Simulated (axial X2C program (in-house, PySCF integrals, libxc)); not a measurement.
Low determinants of ZnN at the PBE0 level, with spin–orbit coupling

All values were computed with an in-house all-electron X2C program for linear molecules (integrals from PySCF). Two-component (2c) means X2C with spin–orbit coupling and atomic mean-field two-electron Coulomb and Gaunt terms; the speed of light was multiplied by 4, so these are model numbers, not those of the real molecule. Basis: Zn dyall-v3z [9s9p5d3f2g], N dyall-v3z [6s6p2d1f] (cores contracted in-house); Gaussian nuclei, density fitting, unrestricted open shells. Masses: Zn 63.929 u, N 14.003 u.

Search at 2.031 Å (vertical energies from the lowest determinant):

```json
{"ΔE (eV)": "0.00", "state": "Ω = 3/2", "electrons beyond evenly filled partner blocks": "ω = 3/2", "electrons in ±ω = 1/2, 3/2, 5/2, 7/2": "26 9 2 0"}
{"ΔE (eV)": "0.39", "state": "Ω = 1/2", "electrons beyond evenly filled partner blocks": "2 × ω = -1/2, ω = 3/2", "electrons in ±ω = 1/2, 3/2, 5/2, 7/2": "26 9 2 0"}
{"ΔE (eV)": "1.14", "state": "Ω = 1/2", "electrons beyond evenly filled partner blocks": "ω = 1/2", "electrons in ±ω = 1/2, 3/2, 5/2, 7/2": "25 10 2 0"}
{"ΔE (eV)": "1.83", "state": "Ω = 1/2", "electrons beyond evenly filled partner blocks": "ω = 1/2", "electrons in ±ω = 1/2, 3/2, 5/2, 7/2": "27 8 2 0"}
{"ΔE (eV)": "1.83", "state": "Ω = 5/2", "electrons beyond evenly filled partner blocks": "2 × ω = 1/2, ω = 3/2", "electrons in ±ω = 1/2, 3/2, 5/2, 7/2": "26 9 2 0"}
{"ΔE (eV)": "3.84", "state": "Ω = 5/2", "electrons beyond evenly filled partner blocks": "ω = -1/2, 2 × ω = 3/2", "electrons in ±ω = 1/2, 3/2, 5/2, 7/2": "25 10 2 0"}
{"ΔE (eV)": "4.97", "state": "Ω = 7/2", "electrons beyond evenly filled partner blocks": "ω = 1/2, 2 × ω = 3/2", "electrons in ±ω = 1/2, 3/2, 5/2, 7/2": "25 10 2 0"}
```

Lowest determinant, Ω = 3/2 (⟨Sz⟩ = 1.50, ⟨Lz⟩ = 0.00 at PBE0): Re = 2.023 Å, ωe = 372.3 cm⁻¹.

The determinant in row 2 of the search, Ω = 1/2 (⟨Sz⟩ = 0.50, ⟨Lz⟩ = 0.00 at PBE0), was followed along the bond at PBE0; measured from the minimum of the lowest determinant it gives:

Te = 0.367 eV (2960 cm⁻¹), Re = 1.960 Å, ωe = 491.6 cm⁻¹.

Question: Compare the bond of the determinant in row 2 with that of the lowest one.

Answer: At PBE0 its Re is 0.063 Å shorter and its force constant, which goes as ωe², is 1.74 times that of the lowest determinant. This determinant mixes spin states, so it has no term energy of its own.

The search compares states at one distance, so a state with another bond length can lie lower; it is not exhaustive and yields mostly the lowest determinant of each block pattern, so other components and higher states of one pattern are missing. These are energies of single determinants, not of spin-adapted states; PBE0 term energies can be off by some tenths of an eV, and the functional has no current term. The lowest determinant need not be the ground state where others lie within half an eV.
